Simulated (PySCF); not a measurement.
Circular dichroism: `O=C1C[C@@H](CF)[C@@H]1F`, C$_{5}$H$_{6}$F$_{2}$O

Geometry (Å), atoms numbered from 1 in this order:
```xyz
14

O    -2.605   -1.056   -0.773
C    -1.547   -0.626   -0.438
C    -0.510   -1.028    0.591
C     0.132    0.369    0.445
C     1.635    0.415    0.233
F     1.997   -0.440   -0.780
C    -0.737    0.622   -0.807
F    -1.397    1.818   -0.857
H    -0.903   -1.299    1.567
H     0.131   -1.830    0.228
H    -0.141    1.046    1.254
H     1.965    1.416   -0.064
H     2.173    0.088    1.129
H    -0.193    0.505   -1.751
```

The calculation used TDDFT CAM-B3LYP/aug-cc-pVDZ circular dichroism and optical rotation, one conformer, gas phase in PySCF. Geometry: GFN2-xTB.

The molecule is flexible and this is one conformer; a measurement averages over conformers.

(1) What are the CIP labels of the stereocentres?

(2) List the lowest 12 singlet excitations with oscillator and rotatory strengths.

## Answers

(1) C4 S, C7 S.

(2) Rotatory strengths R in 10⁻⁴⁰ esu² cm², velocity form and length form (origin at the centre of mass); f in length form.
| state | E (eV) | λ (nm) | f | R (velocity) | R (length) | main |
| --- | --- | --- | --- | --- | --- | --- |
| 1 | 4.02 | 308 | 1e-05 | -1.9 | -2.6 | HOMO→LUMO 0.90 |
| 2 | 6.84 | 181 | 0.023 | -0.1 | +0.3 | HOMO→LUMO+1 0.48, HOMO→LUMO+2 0.25 |
| 3 | 6.97 | 178 | 0.010 | -2.2 | -2.2 | HOMO−1→LUMO 0.90 |
| 4 | 7.20 | 172 | 0.0003 | +0.9 | +0.8 | HOMO→LUMO+3 0.29, HOMO→LUMO+1 0.26 |
| 5 | 7.48 | 166 | 0.012 | -11.8 | -11.7 | HOMO−2→LUMO 0.41, HOMO→LUMO+2 0.19 |
| 6 | 7.61 | 163 | 0.003 | +9.5 | +9.4 | HOMO−2→LUMO 0.28, HOMO→LUMO+2 0.20 |
| 7 | 7.65 | 162 | 0.0003 | +0.7 | +0.8 | HOMO→LUMO+4 0.35, HOMO→LUMO+3 0.24 |
| 8 | 8.22 | 151 | 0.011 | +2.9 | +3.1 | HOMO→LUMO+5 0.31, HOMO→LUMO+8 0.23 |
| 9 | 8.29 | 150 | 0.014 | -1.6 | -1.9 | HOMO→LUMO+7 0.26, HOMO−3→LUMO 0.20 |
| 10 | 8.34 | 149 | 0.034 | -14.5 | -14.8 | HOMO→LUMO+6 0.38, HOMO→LUMO+8 0.12 |
| 11 | 8.37 | 148 | 0.007 | +7.7 | +8.0 | HOMO−3→LUMO 0.33, HOMO→LUMO+5 0.31 |
| 12 | 8.43 | 147 | 0.022 | +12.7 | +12.9 | HOMO−1→LUMO+1 0.77 |

For state 2 the two forms differ in sign, so the sign of R isn't settled.

Among the states computed, the strongest CD band (largest |R|) is state 10. The largest dissymmetry factor in size, g = 4R/(D+G), with D and G the electric and magnetic dipole strengths, is -1.6 for state 1 (velocity form, f = 1e-05), among bands with |R| over 0.5. The mirror image has the same energies and oscillator strengths and all R with the opposite sign.
